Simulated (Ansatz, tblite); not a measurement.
Cost and result up the ladder for the cluster ZnBr2⁻ (3 atoms). Total charge -1; doublet. Geometry: PBE-D4/def2-TZVPD.

```xyz
3

Zn   -0.111    0.325   -0.746
Br   -0.580   -2.067   -0.363
Br    0.691    1.742    1.109
```

Ansatz on 4 threads of AMD EPYC 7B13 on a shared host; xTB runs through tblite on one thread. Times are rough, summed over both states, and most runs start from the orbitals of an earlier one. PBE0-D4/def2-TZVPD serves as the yardstick here, not as an exact answer. The other state is a singlet.

The xTB rows come from tblite. The structure comes from a short search, and lower isomers may exist.

Raw xTB energies of ions are shifted by several eV, and xTB has no spin-polarisation term.

```json
{"level": "GFN1-xTB", "functions": "22", "wall time": "0.005 s"}
{"level": "GFN2-xTB", "functions": "22", "wall time": "0.007 s"}
{"level": "PBE-D4/def2-TZVPD", "functions": "165", "wall time": "4 s"}
{"level": "PBE0-D4/def2-TZVPD", "functions": "165", "wall time": "7.5 s"}
{"level": "r2SCAN-D4/def2-TZVPD", "functions": "165", "wall time": "8.1 s"}
```

Question: Estimate what each level gives for the vertical IE (eV).

Answer: 
```json
{"level": "GFN1-xTB", "vertical IE (eV)": "5.61", "difference from PBE0-D4/def2-TZVPD (eV)": "3.18", "remarks": "–"}
{"level": "GFN2-xTB", "vertical IE (eV)": "6.73", "difference from PBE0-D4/def2-TZVPD (eV)": "4.30", "remarks": "–"}
{"level": "PBE-D4/def2-TZVPD", "vertical IE (eV)": "2.36", "difference from PBE0-D4/def2-TZVPD (eV)": "-0.07", "remarks": "HOMO above zero (-1 doublet)"}
{"level": "PBE0-D4/def2-TZVPD", "vertical IE (eV)": "2.43", "difference from PBE0-D4/def2-TZVPD (eV)": "0.00", "remarks": "–"}
{"level": "r2SCAN-D4/def2-TZVPD", "vertical IE (eV)": "2.52", "difference from PBE0-D4/def2-TZVPD (eV)": "0.09", "remarks": "–"}
```
